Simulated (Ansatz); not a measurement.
A run for Ansatz (a first-principles code): R-B3LYP/def2-TZVPP on AlFH4N2 (SMILES [NH2][Al]([NH2])[F]), a point of a torsion scan.

Ansatz 0.2 input:
```yaml
crystal:
  periodic: [false, false, false]
  atoms:
    - {symbol: N, position_ang: [1.62867127, -0.29233628, 0.32765503]}
    - {symbol: Al, position_ang: [0.27873744, 0.83455113, 0.04128422]}
    - {symbol: N, position_ang: [-0.84289861, 0.78677226, -1.33446985]}
    - {symbol: F, position_ang: [0.09840363, 2.10403690, 1.08320915]}
    - {symbol: H, position_ang: [1.74288012, -0.82791278, 1.17750555]}
    - {symbol: H, position_ang: [1.98206724, -0.85141007, -0.43702219]}
    - {symbol: H, position_ang: [-1.55336641, 1.48532079, -1.49979323]}
    - {symbol: H, position_ang: [-0.87967520, 0.09043094, -2.06229503]}
basis:
  gaussian:
    orbitals: def2-TZVPP
hamiltonian:
  xc: {name: B3LYP}
scf: {lower_state_search: off}
```

Problem. What total energy does the run end on?

Solution. -454.4753 hartree.
